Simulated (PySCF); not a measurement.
Gas-phase reaction: ZnF2 + ZnH2 ⇌ 2 Zn + 2 HF

Computed with PySCF and rigid-rotor harmonic-oscillator thermochemistry at 1 bar. † marks an energy on the PBE0/def2-TZVP geometry and frequencies; other levels use their own. MP2 and CCSD(T) freeze the core. 6-31G* has spherical d functions here. All species are closed-shell singlets. B3LYP is the form with VWN-RPA correlation. Zn: all electrons, no relativistic terms. ZnH2: computed as isolated molecules; such fragments, hydroxides, amides, oligomers or adducts are transient or little studied in the gas. MP2 isn't extrapolated to the basis-set limit. CCSD(T) isn't extrapolated to the basis-set limit.

```tsv
level	ΔH°(298 K), kJ
B3LYP/6-31G*	270
B3LYP/def2-TZVP†	53
CCSD(T)/def2-SVP†	___
CCSD(T)/def2-TZVPP†	67
HF/6-31G*	___
MP2/def2-TZVPP†	90
PBE/def2-SVP	___
PBE0/def2-SVP†	113
PBE0/def2-TZVP	81
ωB97X-V/def2-TZVP†	___
```

**Question.** Some entries are withheld; supply them.

**Answer.** 
- CCSD(T)/def2-SVP†, ΔH°(298 K), kJ: 79
- HF/6-31G*, ΔH°(298 K), kJ: 183
- PBE/def2-SVP, ΔH°(298 K), kJ: 128
- ωB97X-V/def2-TZVP†, ΔH°(298 K), kJ: 130
